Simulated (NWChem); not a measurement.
H4PO4 cation; SMILES OP(O)(O)=[OH+]

```xyz
9

O      1.3303     0.0000    -0.8245
P      0.0000     0.0000     0.0000
O      0.0000     1.3303     0.8245
O     -1.3303     0.0000    -0.8245
O      0.0000    -1.3303     0.8245
H      1.6145    -0.8298    -1.2569
H      0.8298     1.6145     1.2569
H     -1.6145     0.8298    -1.2569
H     -0.8298    -1.6145     1.2569
```
Atoms are numbered in this order, from 1.

All runs: NWChem. Pople sets run with spherical d functions. Structure relaxed at the B3LYP/6-31G* (spherical d) level.

Task: Taking TPSS/6-311++G** as the yardstick, which of these has the fewest basis functions while keeping “highest occupied level (eV)” within 0.2 eV of it: TPSS/6-311G**; TPSS/3-21G; TPSS/6-31+G*; TPSS/6-31G*; TPSS/STO-3G?

Result: TPSS/6-31+G*.
```json
[
 {"level": "TPSS/STO-3G", "basis functions": "33", "highest occupied level (eV)": "-10.59"},
 {"level": "TPSS/3-21G", "basis functions": "57", "highest occupied level (eV)": "-13.98"},
 {"level": "TPSS/6-31G*", "basis functions": "82", "highest occupied level (eV)": "-14.15"},
 {"level": "TPSS/6-31+G*", "basis functions": "102", "highest occupied level (eV)": "-14.38"},
 {"level": "TPSS/6-311G**", "basis functions": "122", "highest occupied level (eV)": "-14.35"},
 {"level": "TPSS/6-311++G**", "basis functions": "146", "highest occupied level (eV)": "-14.44"}
]
```

The yardstick is one finite set, not the basis-set limit.
